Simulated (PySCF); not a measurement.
Compound: C4H8BNSi.
Geometry (PBE0-D3(BJ)/def2-SVP, Å), atoms numbered from 1 in this order:
```
atom  x, y, z in Å
B1    -2.7679    0.3923   -0.6508
Si2   -1.5657   -1.1607   -0.2259
N3     0.1476   -0.7330   -0.0096
C4     1.0641   -0.5575   -1.0240
C5     2.2183   -0.0261   -0.4960
C6     2.0010    0.1395    0.9005
C7     0.7233   -0.2977    1.1649
H8    -2.3563    1.5208   -0.7694
H9    -3.9529    0.1992   -0.7979
H10   -1.6116   -2.1640   -1.3356
H11   -1.9931   -1.8156    1.0498
H12    0.8253   -0.8399   -2.0483
H13    3.1261    0.2061   -1.0500
H14    2.7086    0.5242    1.6327
H15    0.1779   -0.3468    2.1062
```

The calculation used core-valence-separated Tamm–Dancoff BHandHLYP/aug-pcX-1 (pcseg-1 on H, def2-SVPD on Si) in PySCF, non-relativistic, gas phase, PBE0-D3(BJ)/def2-SVP geometry. The energies are unshifted.

The lowest roots of each edge with f over 0.003 (five at most, numbered afresh; weaker and dark ones are left out), with transition dipoles (au) in the frame of the coordinates:

```
root  edge  E (eV)       μx       μy       μz
   1     C  283.65   0.0115  -0.0319   0.0060
   2     C  283.67  -0.0396   0.1087  -0.0189
   3     C  284.14  -0.0247   0.0631  -0.0092
   4     C  284.14   0.0408  -0.1055   0.0202
   5     C  284.48   0.0127  -0.0285   0.0053
   6     N  399.58  -0.0191   0.0586  -0.0100
   7     N  400.90   0.0389   0.0078   0.0052
   8     B  184.72   0.0204  -0.0217  -0.1358
   9     B  191.26   0.0132   0.0241  -0.0020
  10     B  191.51   0.0260  -0.0134   0.0061
  11     B  191.97   0.0575   0.0242   0.0048
  12     B  192.21   0.0069  -0.0531   0.0099
```

Problem. What are the oscillator strengths?

Solution. f = (2/3) ΔE |μ|², with ΔE in hartree (27.2114 eV):

```tsv
root	ΔE (Eh)	|μ|² (au)	f	core hole on
1	10.4239	0.001186	0.008	C5/C6
2	10.4247	0.013741	0.096	C5/C6
3	10.4418	0.004676	0.033	C4/C7
4	10.4420	0.013203	0.092	C4/C7
5	10.4543	0.001002	0.007	C5/C6
6	14.6844	0.003899	0.038	N3
7	14.7330	0.001601	0.016	N3
8	6.7884	0.019329	0.088	B1
9	7.0288	0.000759	0.004	B1
10	7.0378	0.000893	0.004	B1
11	7.0547	0.003915	0.018	B1
12	7.0634	0.002965	0.014	B1
```

Problem. Molecules are fixed in this frame and the field points along (1, 0, −1)/√2. What effective strengths 3 f cos²θ do the roots have (θ between field and μ)?

Solution. root 1 (C5/C6): 0.000, root 2 (C5/C6): 0.004, root 3 (C4/C7): 0.003, root 4 (C4/C7): 0.004, root 5 (C5/C6): 0.001, root 6 (N3): 0.001, root 7 (N3): 0.017, root 8 (B1): 0.166, root 9 (B1): 0.002, root 10 (B1): 0.003, root 11 (B1): 0.020, root 12 (B1): 0.000. Root 8 is the strongest. Averaged over all orientations cos²θ is 1/3, which gives f back.

One conformer stands for the species.
